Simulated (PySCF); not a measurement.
AlFI2, SMILES [F][Al]([I])[I]. Geometry optimised at PBE-D3(BJ)/def2-SVP. The def2 effective core potentials stand for the cores of I; spin–orbit coupling is left out.

Question: Give the equilibrium geometry at PBE-D3(BJ)/def2-SVP (PySCF confirms it by a frequency run) as bond lengths and angles, and its point group. (The exact figures need the calculation; the answer reports its results.)

Answer: point group C2v.
Atoms: Al1 F2 I3 I4. Bond lengths (Å): Al1–F2 1.673, Al1–I3 2.458, Al1–I4 2.458. Bond angles (°): F2–Al1–I3 118.6, F2–Al1–I4 118.6, I3–Al1–I4 122.8.
